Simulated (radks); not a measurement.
Values are calculated unless marked as measured or tabulated.
The cerium ion Ce1.5+, 56.5 electrons, occupied as [Kr] 4d10 4f1 5s2 5p5.5 5d2 (fractional occupations, a model configuration). Level of theory: Dirac Kohn-Sham, LDA (Slater exchange, Perdew-Wang correlation), spin-unpolarised, spherical densities, finite nucleus; open shells are shared between the two j in proportion to 2j + 1; Fermi nuclear charge, rms radius 4.8771 fm (a radial shooting solver on a logarithmic mesh with Libxc functionals).

X-ray form factor f0, the Fourier transform of the density (f0(0) = 56.5):

sin(theta)/lambda (1/angstrom)  f0 (electrons)
0.05                                    55.546
0.1                                     53.040
0.15                                    49.731
0.2                                     46.259
0.25                                    42.983
0.3                                     40.039
0.4                                     35.135
0.5                                     31.176
0.6                                     27.807
0.8                                     22.476
1                                       18.886
1.25                                    15.988
1.5                                     13.758
2                                        9.862
